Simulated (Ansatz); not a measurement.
The same path of CH$_{7}$AsO$_{2}$Si (12 atoms, charge 0, multiplicity 1) was run twice with different band settings. The coordinate that changes most is the height of As5 over the plane of its neighbours.

Theory: RKS PBE0/def2-mTZVP in Ansatz 0.2.0.

Relaxed end points:

```xyz
12
Properties=species:S:1:pos:R:3
Si -1.763 1.009 0.702
O -0.489 -0.021 0.461
C 0.829 0.409 0.205
O 1.635 -0.682 -0.062
As 1.174 -1.604 -1.566
H -1.562 1.827 1.931
H -1.915 1.939 -0.452
H -2.965 0.156 0.843
H 0.820 1.123 -0.634
H 1.248 0.895 1.094
H 0.537 -2.804 -0.861
H 2.529 -2.303 -1.627
```

```xyz
12
Properties=species:S:1:pos:R:3
Si -1.639 0.828 0.534
O -0.296 -0.108 0.778
C 1.006 0.271 0.416
O 1.826 -0.839 0.293
As 1.547 -2.025 -1.042
H -1.641 2.021 1.425
H -1.686 1.303 -0.878
H -2.805 -0.033 0.837
H 0.982 0.843 -0.527
H 1.444 0.888 1.208
H 0.039 -2.218 -0.859
H 1.299 -0.987 -2.152
```

Common settings: spring 5.0 eV/Å²; optimiser quadratic models (default); start path through a guess of the saddle point; force threshold 0.03 eV/Å; end points relaxed.

| run | movable images | climbing image | iteration limit |
| --- | --- | --- | --- |
| 1 | 7 | yes | 27 |
| 2 | 3 | no | 49 |

Q: What does each run give, and how far can it be trusted?

A: Run 1: converged after 22 iterations, highest image 2.355 eV above the first end. Neighbouring images differ by up to 2.2 eV, so the band resolves the path poorly. A vibrational analysis at the climbing image gives one clearly imaginary mode, 1204i cm⁻¹: a first-order saddle point.
Run 2: converged after 33 iterations, highest image 0.085 eV above the first end. No image climbed, so the highest image needn't sit at the top of the path. A band with more images between the same ends climbed to 2.35 eV, so this one has probably stepped over the top. So few images can step over the top or miss a turn of the path.
